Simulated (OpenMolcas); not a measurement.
Computed levels of 4d4 in ions with 40 electrons, in cm-1 above 5D0.

| Item | Value |
| --- | --- |
| Program | OpenMolcas 26.06 |
| Method | MS-CASPT2, IPEA 0.25 Eh, imaginary shift 0.1 Eh |
| Basis | ANO-RCC-VQZP |
| Scalar Hamiltonian | DKH2, point nucleus |
| Spin-orbit coupling | RASSI with atomic mean-field integrals over the reference wave functions, term energies averaged over their components |

Active space for each ion: 4 electrons in 10 orbitals (4d 5d); closed shells correlated by CASPT2: 4s 4p.

```
 Level   Ru4+   Rh5+   Ag7+
   5D1    482    661   1198
   5D2   1291   1725   2950
   5D3   2300   3020   4940
   5D4   3450   4450   7040
3P0(1)  16470  18330  21810
   3H4  17780  19840  24100
3P1(1)  18880  21470  26760
   3H5  18960  21440  26860
   3H6  19940  22690  28760
```

Q: Estimate 5D4, 3P0(1), 3H4 for Pd6+ from its neighbours Rh5+ and Ag7+.

A: 5D4 is fine structure, which grows about as the fourth power of a screened charge, so the fourth roots are averaged: ((4450^0.25 + 7040^0.25) / 2)^4 = 5634. The calculation gives 5640, so the estimate is off by -0.1 %.
3P0(1) is another term, which grows about linearly with the charge: (18330 + 21810) / 2 = 20070. The calculation gives 20120, so the estimate is off by -0.2 %.
3H4 is another term, which grows about linearly with the charge: (19840 + 24100) / 2 = 21970. The calculation gives 21920, so the estimate is off by +0.2 %.

Mixed levels, with the weight of the term that names them: Pd6+ 3H4 (74 %), Ag7+ 3H4 (70 %).

Term energies are means over components that CASPT2 splits; among the terms shown or strongly mixed into the levels shown the widest spread is 360 cm-1 (4d4 3G, Pd6+). Active for correlation alone: 5d; no level in the range computed is led by a configuration that fills it, so any true level of that kind is missing. Levels of configurations outside the active space are missing.

A number in round brackets counts repeated terms of one configuration in the order of the reference energies.
